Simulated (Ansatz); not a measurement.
Cost and result for the atomization energy of C$_{3}$H$_{7}$FGe, SMILES `C=[C](C)[GeH2][F]` (12 atoms, 11 bonds).

Z-matrix (Å, degrees):
```
C
C 1 1.496
H 1 1.093 2 111.2
H 1 1.095 2 111.4 3 120.5
H 1 1.095 2 111.4 3 -120.5
Ge 2 1.939 1 118.2 3 179.7
C 2 1.329 1 123.6 3 -0.3
F 6 1.746 2 106.2 1 179.4
H 6 1.539 2 113.5 1 63.4
H 6 1.539 2 113.5 1 -64.6
H 7 1.088 2 121.1 1 0.1
H 7 1.085 2 121.9 1 -180.0
```

The species carries charge 0 and has multiplicity 1. Correlated methods include outer-core shells of Ge, which these sets cover unevenly. Scalar relativity is left out up to krypton. All single points use the PBE0-D4/def2-TZVP geometry. It is one conformer, not always the lowest. Program: Ansatz. All runs use 4 threads of an Arm Neoverse V1 on a shared host. Times are those of one run each, without the atoms' runs, and a repeat can differ threefold. Electronic energies, without spin–orbit coupling; frozen cores. CCSD(T)/CBS adds CCSD(T) − MP2 in def2-TZVPP to the MP2 limit, and its time is that of the two runs behind it. T1 = 0.011. With those shells the extrapolation isn't a true limit. B3LYP takes the VWN-RPA correlation (the form of Gaussian; ORCA's B3LYP/G).

CCSD(T)/CBS is a level of theory with its own doubt, some kJ/mol a heavy atom from the limit and from the frozen cores, so smaller differences don't rank the functionals.

```json
{"level": "PBE-D4/def2-TZVPP (with forces)", "functions": "270", "wall time": "3 s", "atomization (kcal/mol)": "1098.6", "difference from CCSD(T)/CBS": "15.9", "per bond": "1.4"}
{"level": "PBE0-D4/def2-TZVPP", "functions": "270", "wall time": "3.7 s", "atomization (kcal/mol)": "1082.0", "difference from CCSD(T)/CBS": "-0.7", "per bond": "-0.1"}
{"level": "r2SCAN-D4/def2-TZVPP (with forces)", "functions": "270", "wall time": "6 s", "atomization (kcal/mol)": "1083.7", "difference from CCSD(T)/CBS": "1.0", "per bond": "0.1"}
{"level": "B3LYP-D4/def2-TZVPP (with forces)", "functions": "270", "wall time": "6 s", "atomization (kcal/mol)": "1078.8", "difference from CCSD(T)/CBS": "-3.9", "per bond": "-0.4"}
{"level": "B2PLYP/def2-TZVPP", "functions": "270", "wall time": "7 s", "atomization (kcal/mol)": "1070.5", "difference from CCSD(T)/CBS": "-12.2", "per bond": "-1.1"}
{"level": "ωB97X-V/def2-TZVPP", "functions": "270", "wall time": "9.5 s", "atomization (kcal/mol)": "1083.0", "difference from CCSD(T)/CBS": "0.3", "per bond": "0.0"}
{"level": "ωB97M-V/def2-TZVPP (with forces)", "functions": "270", "wall time": "14 s", "atomization (kcal/mol)": "1080.0", "difference from CCSD(T)/CBS": "-2.7", "per bond": "-0.2"}
{"level": "MP2/def2-QZVPP", "functions": "527", "wall time": "32 s", "atomization (kcal/mol)": "1087.2", "difference from CCSD(T)/CBS": "4.5", "per bond": "0.4"}
{"level": "CCSD(T)/def2-TZVPP", "functions": "270", "wall time": "5.8 min", "atomization (kcal/mol)": "1060.5", "difference from CCSD(T)/CBS": "-22.2", "per bond": "-2.0"}
{"level": "CCSD(T)/CBS(def2)", "functions": "–", "wall time": "6.3 min", "atomization (kcal/mol)": "1082.7", "difference from CCSD(T)/CBS": "0.0", "per bond": "0.0"}
```

The D4 term adds +9.1 kcal/mol with B3LYP and +4.8 kcal/mol with PBE0; it sums over pairs of atoms, weighted by their polarisabilities, and B3LYP, whose exchange is more repulsive, gets the larger term. In def2-TZVPP, CCSD(T) changes the Hartree–Fock value by +256.0 kcal/mol (the triples alone add +15.1 kcal/mol) and MP2 by +269.7 kcal/mol; breaking electron pairs costs correlation energy, which Hartree–Fock lacks. From PBE to PBE0 (25 % exact exchange), in def2-TZVPP and without D4, the atomization energy moves by −15.7 kcal/mol: exact exchange takes away binding that semilocal exchange gives to molecules.
